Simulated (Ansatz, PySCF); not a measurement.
C₂H₆S, triplet, at the geometry of the source list (a higher spin typed on purpose: for a closed-shell molecule this is an excited state). Base run: B3LYP/6-31G* (PySCF).

Geometry (Å):
```xyz
9

C     -0.7964     0.5301     0.0584
C      0.0970    -0.6771    -0.1488
S      1.7171    -0.4907     0.6761
H     -1.7607     0.3604    -0.4158
H     -0.3476     1.4208    -0.3770
H     -0.9546     0.7067     1.1197
H     -0.3371    -1.5694     0.3016
H      0.2799    -0.8667    -1.2067
H      2.1024     0.5860    -0.0074
```
Charge 0, spin multiplicity 3.
Orbitals are unrestricted.
All else is at PySCF's defaults.

The same geometry, method and basis name were run in Ansatz (a program for electronic structure) and PySCF, at each program's defaults and at the settings that a row names. The base is PySCF at its defaults. Differences at the defaults can come from grids, fitting, cores and function types together.

```csv
code and settings,ΔE vs base (mEh),basis functions,E (Eh),SCF cycles,dipole (D)
"PySCF, defaults (exact integrals, its default grid, spherical functions)",0.000,58,-477.81136,12,1.58
"Ansatz, defaults (factorised integrals, its default grid, Cartesian functions)",-4.364,61,-477.81573,-,-
"PySCF, density fitting with def2-universal-jkfit",-0.060,58,-477.81142,12,1.58
"PySCF, fine grid",-0.002,58,-477.81137,12,1.58
"Ansatz, high accuracy, Cartesian functions as the basis file defines them",-4.362,61,-477.81573,-,-
```

Open shells are given as the SCF converged; they aren't shown to be the lowest states, and a large step between rows can be another state.
